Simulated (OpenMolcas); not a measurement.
Mo5+ in Cs2GeF6

Mo5+ with its 6 nearest fluoride ions at 1.879 Å, on the Ge site of Cs2GeF6 (a = 9.021 Å, distance in the model lattice 1.804 Å). The rest of the host is ab initio model potentials to 7.6 Å and point charges beyond; the distance is set by hand and nothing relaxes, and no local charge compensation is placed. Ligand basis ANO-RCC-VDZP.

```json
{
  "Program": "OpenMolcas 26.06",
  "Method": "CASSCF",
  "Basis": "ANO-RCC-VTZP [7s6p4d2f1g]",
  "Scalar Hamiltonian": "DKH2, point nucleus",
  "Active space": "1 electron in 5 orbitals (4d)",
  "State averaging": "2S+1 = 2 even, 5 roots",
  "Spin-orbit coupling": "state interaction with AMFI integrals over the reference wave functions"
}
```

The lowest spin-free states (labels of O, the rotations of Oh), above the lowest:

```
State  Degeneracy  E (cm-1)
  2T2           3       0.0
   2E           2     38725
```

The lowest levels with spin-orbit coupling:

| E (cm-1) | Degeneracy | Label | 2S+1 | g |
| --- | --- | --- | --- | --- |
| 0.0 | 4 | Γ8 | 2 |  |
| 1237 | 2 |  | 2 | 1.85 1.85 1.85 |
| 39178 | 4 | Γ8 | 2 |  |

Powder χT (cm3 K/mol): 0.00316 at 2 K, 0.00626 at 10 K, 0.0218 at 50 K, 0.0411 at 100 K, 0.0799 at 200 K, 0.119 at 300 K. The effective moment at 300 K is 2.828 √(χT) = 0.97 μB.

The lowest level has 2S+1 = 2, for which the spin-only value is χT = S(S+1) / 2 = 0.375 cm3 K/mol (g = 2). The computed 0.119 at 300 K differs by -0.256, through orbital momentum, spin-orbit coupling and any other state in reach. With a threefold ground state the orbital momentum is unquenched, so the spin-only value is not expected to hold.

Metal share of the active 4d orbitals (Löwdin): 73, 73, 85, 85, 85 %; Mulliken charge of the metal 2.66.

The gap between the two states is 10Dq = 38725 cm-1.

An orbital triplet at a regular site is open to Jahn-Teller coupling, which can distort the site and quench the lowest spin-orbit gaps and is left out. The least metal-like active orbital is 73 % on the metal (Löwdin) and no ligand orbital is active, so the numbers are rough. With metal d orbitals alone the field can be off either way by tens of per cent. Ligand-to-metal charge-transfer states are missing. No measured value stands beside these numbers; the geometry was set by hand and not optimised.
